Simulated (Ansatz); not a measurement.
`C=C[SiH2]N[SiH2]O` at its PBE0-D4/def2-TZVP geometry, where that method's forces vanish. Total charge 0; spin multiplicity 1.

| atom | x (Å) | y (Å) | z (Å) |
| --- | --- | --- | --- |
| C1 | -0.893 | -1.043 | 1.686 |
| C2 | 0.323 | -0.540 | 1.887 |
| Si3 | 1.088 | 0.744 | 0.775 |
| N4 | 0.050 | 1.168 | -0.539 |
| Si5 | -0.099 | 0.371 | -2.055 |
| O6 | -1.236 | -0.822 | -2.108 |
| H7 | -1.509 | -0.717 | 0.852 |
| H8 | -1.329 | -1.790 | 2.343 |
| H9 | 0.892 | -0.899 | 2.745 |
| H10 | 2.351 | 0.202 | 0.207 |
| H11 | 1.398 | 1.959 | 1.577 |
| H12 | -0.668 | 1.847 | -0.326 |
| H13 | -0.557 | 1.339 | -3.076 |
| H14 | 1.242 | -0.195 | -2.347 |
| H15 | -1.052 | -1.625 | -1.619 |

Problem. For each bond, give half the difference of the two atoms' forces along it (eV/Å; positive pushes the atoms apart) under PBE-D4, r2SCAN-D4, B3LYP-D4, ωB97M-V in def2-TZVPP. (Estimate.)

Solution. Ansatz gave: 
```tsv
bond	length (Å)	PBE-D4	r2SCAN-D4	B3LYP-D4	ωB97M-V
C1–C2	1.331	0.36	0.21	0.12	0.02
C1–H7	1.087	0.03	-0.04	-0.08	-0.04
C1–H8	1.087	0.01	-0.07	-0.09	-0.06
C2–Si3	1.862	-0.16	-0.07	0.05	0.08
C2–H9	1.090	0.05	-0.03	-0.08	-0.07
Si3–N4	1.727	0.10	0.02	0.10	0.09
Si3–H10	1.487	0.05	-0.02	-0.11	-0.15
Si3–H11	1.488	0.04	-0.03	-0.13	-0.16
N4–Si5	1.719	0.04	0.03	0.07	0.07
N4–H12	1.011	0.18	0.03	-0.03	-0.03
Si5–O6	1.649	0.27	0.04	0.15	0.14
Si5–H13	1.479	0.03	-0.04	-0.14	-0.18
Si5–H14	1.485	-0.01	-0.03	-0.11	-0.14
O6–H15	0.959	0.34	0.02	-0.02	-0.06
```

B3LYP here is the variant with VWN-RPA as its local correlation; programs differ in this.
